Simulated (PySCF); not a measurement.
1-fluoro-1-methylcyclobutane (C5H9F), SMILES CC1(CCC1)F.

Geometry optimised at PBE0-D3(BJ)/def2-SVP.

All values below come from PySCF with PBE0-D3(BJ)/def2-SVP.

No scaling factor is applied to the harmonic values.

Computed harmonic wavenumbers and intensities:
| mode | ν (cm⁻¹) | IR (km/mol) | moving atoms (share of kinetic energy) |
|---|---|---|---|
| 1 | 157 | 0.5 | C 48 %, H 44 % |
| 2 | 265 | 0.0 | H 98 % |
| 3 | 299 | 1.2 | C 42 %, H 40 %, F 18 % |
| 4 | 357 | 0.8 | C 42 %, H 39 %, F 19 % |
| 5 | 436 | 7.5 | C 35 %, F 35 %, H 30 % |
| 6 | 437 | 1.6 | C 53 %, H 28 %, F 20 % |
| 7 | 617 | 3.6 | C 45 %, H 28 %, F 27 % |
| 8 | 731 | 5.0 | H 64 %, C 30 % |
| 9 | 792 | 0.1 | H 80 %, C 19 % |
| 10 | 874 | 0.4 | C 51 %, H 48 % |
| 11 | 933 | 0.1 | H 64 %, C 36 % |
| 12 | 935 | 0.2 | H 55 %, C 44 % |
| 13 | 961 | 1.8 | C 53 %, H 47 % |
| 14 | 974 | 34.6 | H 43 %, C 33 %, F 24 % |
| 15 | 1008 | 0.2 | C 60 %, H 40 % |
| 16 | 1039 | 1.1 | H 84 %, C 16 % |
| 17 | 1179 | 9.3 | H 51 %, C 49 % |
| 18 | 1194 | 4.5 | H 55 %, C 45 % |
| 19 | 1210 | 2.0 | H 60 %, C 40 % |
| 20 | 1212 | 25.3 | C 54 %, H 42 % |
| 21 | 1242 | 1.8 | H 79 %, C 21 % |
| 22 | 1282 | 1.6 | H 51 %, C 49 % |
| 23 | 1304 | 57.4 | C 49 %, H 48 % |
| 24 | 1331 | 37.8 | C 57 %, H 42 % |
| 25 | 1403 | 31.6 | H 54 %, C 45 % |
| 26 | 1437 | 10.4 | H 92 %, C 8 % |
| 27 | 1449 | 1.0 | H 93 % |
| 28 | 1454 | 0.4 | H 94 % |
| 29 | 1468 | 3.3 | H 94 % |
| 30 | 1486 | 8.7 | H 83 %, C 17 % |
| 31 | 3061 | 10.0 | H 97 % |
| 32 | 3085 | 37.1 | H 95 % |
| 33 | 3087 | 12.3 | H 95 % |
| 34 | 3095 | 12.4 | H 94 % |
| 35 | 3149 | 4.1 | H 90 %, C 10 % |
| 36 | 3159 | 6.0 | H 90 %, C 10 % |
| 37 | 3164 | 12.6 | H 90 %, C 10 % |
| 38 | 3165 | 22.1 | H 90 %, C 10 % |
| 39 | 3168 | 18.9 | H 90 %, C 10 % |
